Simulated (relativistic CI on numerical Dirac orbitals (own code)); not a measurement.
# d1 to d9 in one octahedral field

Computed with a parametric ligand-field model without spin-orbit coupling, by exact diagonalisation: B = 790, C = 3260, 10Dq = 16200 cm⁻¹ (Oh; |10Dq|/B = 20.5) for every shell. Energies in cm⁻¹; the field energy is (0.6 n_e − 0.4 n_t2) × 10Dq of the ground term; g labels are left out.

| Shell | Ground term | Electrons in e | Field energy | First spin-allowed bands | Lowest term of other spin |
| --- | --- | --- | --- | --- | --- |
| d1 | 2T2 | 0.000 | -6480 | 2E 16200 |  |
| d2 | 3T1 | 0.037 | -12363 | 3T2 14757, 3T1 25164 | 1T2 11715 |
| d3 | 4A2 | 0.000 | -19440 | 4T2 16200, 4T1 23658 | 2E 15477 |
| d4 | 5E | 1.000 | -9720 | 5T2 16200 | 3T1 3363 |
| d5 | 6A1 | 2.000 | 0 | none | 2T2 9209 |
| d6 | 1A1 | 0.066 | -37815 | 1T1 14349, 1T2 23346 | 5T2 4574 |
| d7 | 2E | 1.052 | -28314 | 2T1 14182, 2T2 14777 | 4T1 491 |
| d8 | 3A2 | 2.000 | -19440 | 3T2 16200, 3T1 23658 | 1E 12616 |
| d9 | 2E | 3.000 | -9720 | 2T2 16200 |  |

Low spin: d6, d7; the other shells keep the spin of the free ion. Only d4 to d7 can choose; the field needed to pair spins is smallest for d6 and largest for d5, which loses most exchange energy. In the strong-field picture 10Dq must exceed about 6B + 5C = 21040 (d4), 7.5B + 5C = 22225 (d5), 2.5B + 4C = 15015 (d6) and 4B + 4C = 16200 (d7); mixing of terms shifts these bounds somewhat.
